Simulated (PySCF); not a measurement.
# AlCl2(OiPr), C3H7AlCl2O

Geometry:
| atom | x (Å) | y (Å) | z (Å) |
| --- | --- | --- | --- |
| Al1 | 1.067 | 1.906 | -1.228 |
| Cl2 | 3.004 | 2.311 | -1.674 |
| Cl3 | -0.460 | 3.093 | -1.856 |
| O4 | 0.764 | 0.566 | -0.330 |
| C5 | 0.257 | -0.511 | 0.408 |
| C6 | -0.411 | -1.509 | -0.532 |
| C7 | -0.724 | 0.000 | 1.459 |
| H8 | 1.107 | -0.997 | 0.910 |
| H9 | -1.251 | -1.032 | -1.033 |
| H10 | -0.768 | -2.371 | 0.025 |
| H11 | 0.300 | -1.842 | -1.285 |
| H12 | -0.235 | 0.736 | 2.093 |
| H13 | -1.572 | 0.472 | 0.968 |
| H14 | -1.078 | -0.822 | 2.077 |

Computed with PySCF 2.14.0, GIAO BP86/def2-SVP magnetisability, rotational g tensor and spin-rotation constants, non-relativistic, gas phase. Geometry: GFN2-xTB.

(1) How diamagnetic is it, and how anisotropic?

(2) Split it along the inertial axes a, b, c into diamagnetic and paramagnetic parts about the centre of mass, with the quadrupole moment.

(3) And the rotational g tensor?

Results:

(1) Isotropic -1654 × 10⁻³⁰ J/T², or -99.6 × 10⁻⁶ cm³/mol; principal values -1688, -1659, -1613 × 10⁻³⁰ J/T², anisotropy 65 × 10⁻³⁰ J/T² (root of half the summed squared differences of the principal values). The susceptibility is in cgs units.

(2) 
| axis | χ (10⁻⁶ cm³/mol) | diamagnetic (10⁻⁶ cm³/mol) | paramagnetic (10⁻⁶ cm³/mol) | summed x² of all electrons (Å²) | quadrupole Θ (D Å) |
| --- | --- | --- | --- | --- | --- |
| a | -101.6 | -733.8 | 632.2 | 316.0 | +1.49 |
| b | -97.4 | -1533.2 | 1435.8 | 127.5 | -5.42 |
| c | -99.7 | -1881.6 | 1781.9 | 45.4 | +3.93 |

Anisotropies 2χaa − χbb − χcc = -6.2 and 2χbb − χaa − χcc = +6.5 × 10⁻⁶ cm³/mol. Θ is traceless in Buckingham's convention.

(3) 
| axis | rotational constant (GHz) | g | nuclear part | electronic part |
| --- | --- | --- | --- | --- |
| a | 1.8139 | -0.0073 | 0.5315 | -0.5387 |
| b | 0.8410 | -0.0034 | 0.5639 | -0.5673 |
| c | 0.6506 | -0.0036 | 0.5410 | -0.5446 |

Asymmetric top; isotopes 27Al, 12C, 35Cl, 1H, 16O; no vibrational averaging.
